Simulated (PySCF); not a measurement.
H2Pb2, SMILES [PbH]#[PbH].

Geometry: PBE0-D3(BJ)/def2-TZVP. The def2 effective core potentials stand for the cores of Pb; spin–orbit coupling is left out.

Calculation: PBE/def2-TZVPD (PySCF).

Symmetry labels are those of the subgroup C2v that the program uses (full group C2v).

Computed valence orbital energies around the gap with their symmetry:
```tsv
orbital	symmetry	energy (eV)
HOMO−7	A2	-20.55
HOMO−6	B2	-20.47
HOMO−5	B2	-20.34
HOMO−4	A1	-13.81
HOMO−3	B2	-10.75
HOMO−2	B1	-7.35
HOMO−1	A1	-6.67
HOMO	A1	-4.13
LUMO	A2	-2.56
LUMO+1	B2	-2.40
LUMO+2	B1	-0.94
LUMO+3	A1	-0.83
```
